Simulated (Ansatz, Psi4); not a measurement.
Species: beryllium atom, Be, charge 0, multiplicity 1.

Property: ionisation energy to the doublet, in eV. Terms: no spin-orbit coupling; each state is the SCF solution reached for its charge and spin; valence correlation only; UHF or UKS for open shells; six Cartesian d functions in 6-31G* and its kin unless marked 5d; non-relativistic. The Hartree-Fock reference of Be atom is unstable towards a lower, spin-broken solution.

Measured values: NIST ASD by pymatgen's periodic table; they hold spin-orbit and core effects. 

Value to compare with, the measured value: 9.32 eV.

```csv
level,program,ionisation energy to the doublet (eV),error
HF/6-31G*,Ansatz,7.93,-1.39
B3LYP/STO-3G,Ansatz,8.13,-1.19
B3LYP/3-21G,Ansatz,9.18,-0.14
B3LYP/6-31G*,Ansatz,9.05,-0.27
wB97X-D/6-31G*,Psi4,8.77,-0.55
MP2/6-31G*,Ansatz,8.65,-0.67
B3LYP/def2-TZVPD,Ansatz,9.11,-0.21
wB97X-V/def2-TZVPD,Ansatz,9.01,-0.31
```

Among the 6 habitual levels, HF/6-31G* lies farthest from the measured value (-1.39 eV) and B3LYP/3-21G nearest (-0.14); 0 of 6 lie above it, and their mean absolute error is 0.70 eV, the median 0.61. One case shows no general order.

The levels are drawn from those run, B3LYP/6-31G* more often than the rest, none by its result; runs whose electronic state is in doubt are left out.

Ansatz is a program for electronic structure.
